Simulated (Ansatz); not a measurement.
`C[SiH](C)[SnH3]` + `CB(O)Br` → `COB(C)Br` + `C[SiH2][SnH3]`  (substitution at a C–Si bond)

Gas-phase electronic energies from Ansatz, PBE0-D4/def2-TZVP geometries. CCSD(T)/CBS adds triple-zeta CCSD(T) − MP2 to the extrapolated MP2 energy (def2 sets, frozen cores). Functionals use def2-TZVPP. def2 core potentials past Kr. For Br, Sn outer-core shells are correlated without core-valence functions, which leaves a few kJ/mol of doubt a bond. Scalar relativity is left out up to krypton. One conformer a species, not always the lowest.

| level | ΔE (kcal/mol) |
| --- | --- |
| r2SCAN-D4 | 22.8 |
| MP2/def2-QZVPP | 24.1 |

(1) What does CCSD(T)/CBS give? (An estimate is asked.)

Largest T1 diagnostic among the species: 0.012.

Answers

(1) The calculation gave: +22.7 kcal/mol. The listed levels differ from it by 0.1, 1.4 kcal/mol.

In def2-TZVPP, CCSD(T) changes the Hartree–Fock value by +2.6 kcal/mol (the triples alone add +0.1 kcal/mol) and MP2 by +4.4 kcal/mol.
